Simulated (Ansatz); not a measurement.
AsH$_{3}$+ (`[AsH3+]`) radical, relaxed with UKS PBE0-D4/def2-TZVP in the Gaussian-basis code of Ansatz from a GFN2-xTB geometry. The force threshold is 0.005 eV/Å; the program also tests the step.

Total charge 1; spin multiplicity 2.

Start:

```xyz
4

As   -0.395    0.085   -0.078
H    -0.048    0.395    1.344
H    -0.079   -1.360   -0.311
H     0.522    0.880   -0.955
```

Q: How much energy does the relaxation release, and in how many steps? (Estimate.)

A: The calculation gave: 5.53 kJ/mol, in 4 steps.

Q: Which bonds change most? (Best estimate.)

A: Computed: As1–H4 from 1.497 to 1.497 Å; As1–H3 from 1.497 to 1.497 Å; As1–H2 from 1.497 to 1.497 Å.

Q: Give the relaxed structure. (Best estimate.)

A: Ansatz gave: 
```xyz
4

As   -0.301    0.063   -0.061
H    -0.084    0.416    1.377
H    -0.119   -1.399   -0.327
H     0.503    0.919   -0.990
```
